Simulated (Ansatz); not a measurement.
C₁₁H₂₀O₂, SMILES `CC(C)(C)C(=O)CC(=O)C(C)(C)C`, relaxed with RKS PBE0-D4/def2-TZVP in the Gaussian-basis code of Ansatz from a GFN2-xTB geometry. The force threshold is 0.005 eV/Å; the program also tests the step.

The species carries charge 0 and has multiplicity 1.

Start:

```xyz
33

C    -2.386    0.869   -2.591
C    -1.042    0.530   -1.935
C     0.062    1.393   -2.543
C    -0.724   -0.957   -2.170
C    -1.205    0.683   -0.427
O    -2.223    0.358    0.131
C    -0.040    1.229    0.393
C     1.044    0.178    0.575
O     1.863   -0.020   -0.288
C     1.046   -0.602    1.886
C     2.181   -1.629    1.842
C     1.287    0.362    3.055
C    -0.294   -1.324    2.061
H    -2.353    0.643   -3.654
H    -2.614    1.926   -2.467
H    -3.185    0.292   -2.133
H     1.036    1.123   -2.146
H    -0.125    2.450   -2.365
H     0.083    1.235   -3.619
H    -0.701   -1.160   -3.238
H    -1.486   -1.585   -1.712
H     0.246   -1.213   -1.751
H    -0.440    1.542    1.355
H     0.400    2.077   -0.128
H     2.200   -2.208    2.762
H     3.139   -1.131    1.720
H     2.045   -2.309    1.004
H     2.173    0.969    2.875
H     1.444   -0.210    3.967
H     0.439    1.022    3.217
H    -0.456   -2.026    1.246
H    -1.130   -0.630    2.082
H    -0.286   -1.880    2.996
```

(1) By how much does the energy fall, and how many steps does the optimiser take? (An estimate is asked.)

(2) Which bonds change most? (Estimate.)

(3) Give the relaxed structure. (Estimate.)

## Answers

(1) The calculation gave: 3.46 kJ/mol, in 25 steps, 1 of them rejected.

(2) Computed: C10–C11 from 1.531 to 1.522 Å; C1–C2 from 1.534 to 1.526 Å; C11–H25 from 1.087 to 1.093 Å; C1–H14 from 1.087 to 1.093 Å.

(3) Computed: 
```xyz
33

C    -2.400    0.767   -2.605
C    -1.054    0.527   -1.928
C     0.013    1.416   -2.560
C    -0.666   -0.950   -2.090
C    -1.216    0.773   -0.426
O    -2.272    0.583    0.122
C    -0.029    1.262    0.405
C     1.081    0.237    0.603
O     1.962    0.131   -0.215
C     1.055   -0.614    1.869
C     2.145   -1.673    1.786
C     1.327    0.306    3.065
C    -0.313   -1.277    2.029
H    -2.319    0.536   -3.670
H    -2.712    1.809   -2.505
H    -3.178    0.141   -2.168
H     1.002    1.226   -2.141
H    -0.226    2.476   -2.436
H     0.058    1.215   -3.633
H    -0.617   -1.191   -3.155
H    -1.414   -1.600   -1.629
H     0.311   -1.167   -1.656
H    -0.448    1.573    1.361
H     0.425    2.120   -0.093
H     2.138   -2.279    2.695
H     3.131   -1.220    1.675
H     1.989   -2.333    0.931
H     2.284    0.822    2.959
H     1.368   -0.295    3.977
H     0.544    1.055    3.200
H    -0.529   -1.947    1.192
H    -1.126   -0.554    2.096
H    -0.316   -1.876    2.943
```
